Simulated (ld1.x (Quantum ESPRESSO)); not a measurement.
Cd, TM: configuration errors across variants

```json
{
 "Element": "cadmium (Cd)",
 "Generator": "ld1.x (Quantum ESPRESSO) 7.5",
 "Type": "norm-conserving Troullier–Martins (Kleinman–Bylander form)",
 "Functional": "PBE",
 "Relativity": "scalar-relativistic",
 "Frozen core": "[Kr]",
 "Valence charge": "12",
 "Reference configuration": "4d10 5s2 5p0",
 "Partial waves": "5s (bound): rc 2.25 bohr; 5p (bound, empty): rc 3.25 bohr; 4d (bound): rc 1.85 bohr",
 "Local potential": "the d channel",
 "Core correction": "a·sin(br)/r model core inside 1.10 bohr"
}
```

All-electron excitation energies from the reference (eV): (1) 4d10 5s1 5p0 9.272; (2) 4d10 5s0 5p0 26.398; (3) 4d9 5s0 5p0 64.407; (4) 4d10 5s1 5p1 4.666; (5) 4d9 5s2 5p0 17.975; (6) 4d10 5s1.5 5p0 3.710.

Tests that are not counted but printed errors over 1 eV. “base”: 4d9 5s2 5p1 (solver errors, printed error -2.3 eV). “wave 5s (bound): rc 2.25 bohr becomes 5s (bound): rc 2.08 bohr”: 4d9 5s2 5p1 (solver errors, printed error -2.3 eV). “all radii but the core radius scaled by about 1.09 (s 2.46, p 3.56, d 2.02 bohr)”: 4d9 5s2 5p1 (solver errors, printed error -1.8 eV). “wave 4d (bound): rc 1.85 bohr becomes 4d (bound): rc 1.26 bohr”: 4d9 5s2 5p1 (solver errors, printed error -2.9 eV).

A true bound ghost makes a file unfit for plane-wave use even where its test errors are small: the radial tests pick states by their node count and pass the ghost by. Where a test does run into it, the solver fails or the error is huge.

Errors AE − PS in meV (a dash: test not solved or not reliable):

```tsv
change	(1)	(2)	(3)	(4)	(5)	(6)	bound ghosts
base	-7.0	-41	-87	-1.3	-81	-1.7	s, p
wave 5p (bound): rc 3.25 bohr becomes 5p (bound): rc 2.04 bohr	-7.0	-41	-87	-3.3	-81	-1.7	s, p
type PAW; waves now 5s (bound): rcut 1.95, rcutus 2.25 bohr; 5s channel at 0.15 Ry: rcut 1.95, rcutus 2.25 bohr; 5p (bound): rcut 2.85, rcutus 3.25 bohr; 5p channel at 2.1 Ry: rcut 2.85, rcutus 3.25 bohr; 4d (bound): rcut 1.60, rcutus 1.85 bohr; 4d channel at 0.35 Ry: rcut 1.60, rcutus 1.85 bohr; local potential all-electron potential smoothed inside 1.70 bohr (lloc = -2); augmentation PSQ, inside the norm-conserving radii	-2.5	-9.8	-131	-1.0	-70	-0.9	none
local potential the p channel	-2.2	-49	-349	-0.3	-65	-0.2	none
wave 5s (bound): rc 2.25 bohr becomes 5s (bound): rc 2.08 bohr	-6.9	-40	-88	-1.2	-80	-1.6	s, p
all radii but the core radius scaled by about 1.09 (s 2.46, p 3.56, d 2.02 bohr)	-6.3	-39	-132	+0.4	-77	-1.5	s, p
wave 4d (bound): rc 1.85 bohr becomes 4d (bound): rc 1.26 bohr	-7.4	-44	-65	-1.3	-70	-1.7	s, p
```

**Question.** Give the same row for: core correction a·sin(br)/r model core inside 1.76 bohr.

**Answer.** -5.7, -33, -66, -0.7, -70, -1.4; bound ghosts: s, p. Not counted: 4d9 5s2 5p1 (solver errors, printed error -2.9 eV).
